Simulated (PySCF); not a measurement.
Simulation results for BFH

Computed with PySCF 2.14.0. Calculation on a computer-drawn molecule: vertical ionisation energy to the stated ion spin, frozen-core CCSD(T) at the basis limit and cheaper methods, single-reference cases, UHF for radicals, no spin-orbit; all values are single points at the evaluated structure, the first of each entry, which is the reference or a displaced copy of it and isn't optimised; the reference structure only sets the zero of the energies above reference; triples share is (T) over the correlation energy.

Common to all runs: charge 1; multiplicity 1; ion multiplicity 2; diffuse functions no; basis cc-pVnZ; reference is the Hartree-Fock double-zeta minimum; best is HF at quadruple zeta + MP2 correlation extrapolated from triple and quadruple zeta + CCSD(T) minus MP2 at triple zeta; basis step is the size of the change from the same recipe one zeta lower.

(1) BFH

Evaluated structure:
```xyz
3
BFH
B     -1.2127     2.9398    -2.4343
F     -2.0328     2.0440    -2.4107
H     -0.3739     3.8426    -2.4524
```

Reference structure:
```xyz
3
BFH
B     -1.2105     2.9413    -2.4325
F     -2.0317     2.0476    -2.4137
H     -0.4154     3.8066    -2.4507
```

```
ionisation energy best                    : 25.81 eV
ionisation energy basis step              : 0.001447 eV
energy above reference best               : 0.9533 kcal/mol
energy above reference basis step         : 0.02971 kcal/mol
ionisation energy Koopmans at triple zeta : 26.04 eV
ionisation energy EOM CCSD at triple zeta : 25.95 eV
total energy HF triple zeta               : -124.4549 hartree
total energy CCSD(T) triple zeta          : -124.7929 hartree
total energy best                         : -124.8505 hartree
T1 diagnostic at triple zeta              : 0.01649
D1 diagnostic at triple zeta              : 0.03537
ion T1 diagnostic at triple zeta          : 0.02626
ion D1 diagnostic at triple zeta          : 0.05324
ion spin squared at triple zeta           : 0.7523
triples share at triple zeta              : 0.02995
basis functions triple zeta               : 74
```

Drawn bonds:
```csv
atom,other atom,order
1,2,1
1,3,1
```

Triple zeta:
```csv
method,ionisation energy (eV),energy above reference (kcal/mol)
HF,24.98,1.247
PBE,25.5,0.5463
r2SCAN,25.57,0.8648
B3LYP,25.86,0.9294
wB97X,25.83,0.8433
MP2,25.5,1.091
CCSD,25.77,0.98
CCSD(T),25.71,0.9463
```

(2) BFH

Evaluated structure:
```xyz
3
BFH
B     -1.2558     2.7800    -2.5284
F     -1.9651     2.1834    -2.4391
H     -0.4336     3.6909    -2.3817
```

Reference structure:
```xyz
3
BFH
B     -1.2105     2.9413    -2.4325
F     -2.0317     2.0476    -2.4137
H     -0.4154     3.8066    -2.4507
```

```
ionisation energy best                    : 25.19 eV
ionisation energy basis step              : 0.009137 eV
energy above reference best               : 138.8 kcal/mol
energy above reference basis step         : 5.164 kcal/mol
ionisation energy Koopmans at triple zeta : 25.11 eV
ionisation energy EOM CCSD at triple zeta : 25.19 eV
total energy HF triple zeta               : -124.2419 hartree
total energy CCSD(T) triple zeta          : -124.5652 hartree
total energy best                         : -124.6309 hartree
T1 diagnostic at triple zeta              : 0.009495
D1 diagnostic at triple zeta              : 0.01967
ion T1 diagnostic at triple zeta          : 0.01159
ion D1 diagnostic at triple zeta          : 0.02747
ion spin squared at triple zeta           : 0.7516
triples share at triple zeta              : 0.02363
basis functions triple zeta               : 74
```

Drawn bonds:
```csv
atom,other atom,order
1,2,1
1,3,1
```

Triple zeta:
```csv
method,ionisation energy (eV),energy above reference (kcal/mol)
HF,24.08,134.9
PBE,24.93,144
r2SCAN,24.96,141.2
B3LYP,25.21,140
wB97X,25.18,141.3
MP2,24.89,144.8
CCSD,25.09,142.4
CCSD(T),25.09,143.9
```

(3) BFH

Evaluated structure:
```xyz
3
BFH
B     -1.1897     2.9875    -2.4684
F     -2.0364     2.1079    -2.3438
H     -0.1794     4.1455    -2.4280
```

Reference structure:
```xyz
3
BFH
B     -1.2105     2.9413    -2.4325
F     -2.0317     2.0476    -2.4137
H     -0.4154     3.8066    -2.4507
```

```
ionisation energy best                    : 23.75 eV
ionisation energy basis step              : 0.009233 eV
energy above reference best               : 23.87 kcal/mol
energy above reference basis step         : 0.07039 kcal/mol
ionisation energy Koopmans at triple zeta : 23.62 eV
ionisation energy EOM CCSD at triple zeta : 23.85 eV
total energy HF triple zeta               : -124.4137 hartree
total energy CCSD(T) triple zeta          : -124.7567 hartree
total energy best                         : -124.8140 hartree
T1 diagnostic at triple zeta              : 0.01716
D1 diagnostic at triple zeta              : 0.03639
ion T1 diagnostic at triple zeta          : 0.02477
ion D1 diagnostic at triple zeta          : 0.05085
ion spin squared at triple zeta           : 0.7519
triples share at triple zeta              : 0.03089
basis functions triple zeta               : 74
```

Drawn bonds:
```csv
atom,other atom,order
1,2,1
1,3,1
```

Triple zeta:
```csv
method,ionisation energy (eV),energy above reference (kcal/mol)
HF,22.75,27.08
PBE,23.42,21.26
r2SCAN,23.44,23.49
B3LYP,23.72,23.63
wB97X,23.65,23.9
MP2,23.38,25.09
CCSD,23.69,24.03
CCSD(T),23.65,23.7
```

(4) BFH

Evaluated structure:
```xyz
3
BFH
B     -1.2577     2.9375    -2.3884
F     -2.0176     2.0921    -2.3951
H     -0.4575     3.7826    -2.4195
```

Reference structure:
```xyz
3
BFH
B     -1.2105     2.9413    -2.4325
F     -2.0317     2.0476    -2.4137
H     -0.4154     3.8066    -2.4507
```

```
ionisation energy best                    : 26.22 eV
ionisation energy basis step              : 0.008511 eV
energy above reference best               : 5.977 kcal/mol
energy above reference basis step         : 0.9204 kcal/mol
ionisation energy Koopmans at triple zeta : 26.45 eV
ionisation energy EOM CCSD at triple zeta : 26.34 eV
total energy HF triple zeta               : -124.4500 hartree
total energy CCSD(T) triple zeta          : -124.7837 hartree
total energy best                         : -124.8425 hartree
T1 diagnostic at triple zeta              : 0.01427
D1 diagnostic at triple zeta              : 0.03046
ion T1 diagnostic at triple zeta          : 0.02145
ion D1 diagnostic at triple zeta          : 0.04504
ion spin squared at triple zeta           : 0.7524
triples share at triple zeta              : 0.02804
basis functions triple zeta               : 74
```

Drawn bonds:
```csv
atom,other atom,order
1,2,1
1,3,1
```

Triple zeta:
```csv
method,ionisation energy (eV),energy above reference (kcal/mol)
HF,25.33,4.278
PBE,25.93,7.428
r2SCAN,25.99,6.437
B3LYP,26.28,6.228
wB97X,26.26,6.519
MP2,25.92,6.884
CCSD,26.17,6.329
CCSD(T),26.13,6.779
```

(5) BFH

Evaluated structure:
```xyz
3
BFH
B     -1.2577     2.9375    -2.3884
F     -2.0176     2.0921    -2.3951
H     -0.4369     3.8044    -2.4203
```

Reference structure:
```xyz
3
BFH
B     -1.2105     2.9413    -2.4325
F     -2.0317     2.0476    -2.4137
H     -0.4154     3.8066    -2.4507
```

```
ionisation energy best                    : 25.98 eV
ionisation energy basis step              : 0.007563 eV
energy above reference best               : 6.088 kcal/mol
energy above reference basis step         : 0.9495 kcal/mol
ionisation energy Koopmans at triple zeta : 26.17 eV
ionisation energy EOM CCSD at triple zeta : 26.09 eV
total energy HF triple zeta               : -124.4497 hartree
total energy CCSD(T) triple zeta          : -124.7835 hartree
total energy best                         : -124.8423 hartree
T1 diagnostic at triple zeta              : 0.01427
D1 diagnostic at triple zeta              : 0.03043
ion T1 diagnostic at triple zeta          : 0.0212
ion D1 diagnostic at triple zeta          : 0.04404
ion spin squared at triple zeta           : 0.7523
triples share at triple zeta              : 0.02809
basis functions triple zeta               : 74
```

Drawn bonds:
```csv
atom,other atom,order
1,2,1
1,3,1
```

Triple zeta:
```csv
method,ionisation energy (eV),energy above reference (kcal/mol)
HF,25.08,4.511
PBE,25.69,7.34
r2SCAN,25.75,6.509
B3LYP,26.04,6.331
wB97X,26,6.57
MP2,25.67,7.07
CCSD,25.92,6.457
CCSD(T),25.88,6.894
```
